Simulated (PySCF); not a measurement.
## Solvent effects on NMR parameters

Structure with atom numbers: `[OH:1][B:2]([OH:3])[c:4]1[cH:5][cH:6][c:7]([SH:8])[cH:9][n:10]1`. Hydrogens are named by the atom that carries them.

GIAO PBE0/pcSseg-1 in PySCF on one PBE0-D3(BJ)/def2-SVP conformer, non-relativistic, equivalent nuclei averaged. Solvents enter as an IEF-PCM continuum (cyclohexane with ε = 2.0, acetone with ε = 20.5) around the gas-phase geometry. Shifts are referred to BF3·OEt2, TMS, CS2 computed in the same medium.

Gas phase, δ in ppm: B2 26.2, C4 156.7, C9 152.7, C7 140.8, C6 135.0, C5 131.3, S8 -28.1, H(C9) 8.59, H(C6) 7.43, H(C5) 7.18, H(O1)/H(O3) 4.11, H(S8) 3.72. Dipole moment 2.21 D.

Q: How does each δ change in the continuum?

A: 
| atoms | environment | Δδ, cyclohexane | Δδ, acetone |
| --- | --- | --- | --- |
| B2 | boron bonded to C, 2 O | +0.4 | +0.8 |
| C4 | substituted aromatic carbon next to a ring nitrogen | 0.0 | -0.2 |
| C9 | aromatic CH next to a ring nitrogen | +0.5 | +1.2 |
| C7 | aromatic carbon bearing sulfur | +1.1 | +2.9 |
| C6 | aromatic CH | +1.6 | +4.2 |
| C5 | aromatic CH | +1.5 | +4.3 |
| S8 | thiol sulfur | -4.9 | -11.3 |
| H(C9) | hydrogen on an aromatic CH next to a ring nitrogen | +0.03 | +0.08 |
| H(C6) | hydrogen on an aromatic CH | +0.16 | +0.41 |
| H(C5) | hydrogen on an aromatic CH | +0.19 | +0.54 |
| H(O1)/H(O3) | hydrogen on an oxygen bonded to B | +0.34 | +0.85 |
| H(S8) | hydrogen on a thiol sulfur | +0.35 | +0.89 |

Changes are relative to the gas phase. The dipole moment becomes 2.54 D in cyclohexane, 3.16 D in acetone.

Q: Which nuclei move most (in ppm), and what does the model miss?

A: S8 (thiol sulfur, -11.3 ppm) in acetone. A continuum only polarises the solute; specific hydrogen bonds, the anisotropy of aromatic solvents and changes of geometry or conformer are outside it.
